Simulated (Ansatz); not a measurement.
Relaxation of FGeH2 (4 atoms, charge 0, multiplicity 2), to a largest force component of 0.02 eV/Å in at most 40 steps.

Theory: UKS PBE0-D4/def2-SVP in Ansatz 0.2.0.

```xyz
4
Properties=species:S:1:pos:R:3:forces:R:3
F 0.170 -0.634 1.511 -0.14 0.34 -0.72
Ge 0.276 -0.213 -0.209 0.09 -0.02 0.02
H -1.088 -0.517 -0.945 0.26 0.09 0.43
H 0.697 1.303 -0.377 -0.21 -0.41 0.27
```

Q: Where does it end, and by what steps?

A: The run converged. After 5 steps the energy has fallen by 0.060 eV; F1 moved furthest, 0.08 Å.

```
step  energy less start (eV)  largest force component (eV/Å)  accepted
   0                  0.0000                           0.722       yes
   1                 -0.0195                           0.624       yes
   2                 -0.0512                           0.449       yes
   3                 -0.0577                           0.084       yes
   4                 -0.0591                           0.036       yes
   5                 -0.0597                           0.014       yes
```

```xyz
4
Properties=species:S:1:pos:R:3
F 0.141 -0.590 1.449
Ge 0.307 -0.226 -0.252
H -1.078 -0.521 -0.887
H 0.686 1.277 -0.330
```

Whether the end is a true minimum wasn't checked by a vibrational analysis.

Run time: 23 s on 1 thread of Arm Neoverse N1, with other jobs on the host, peak memory 0.15 GiB.
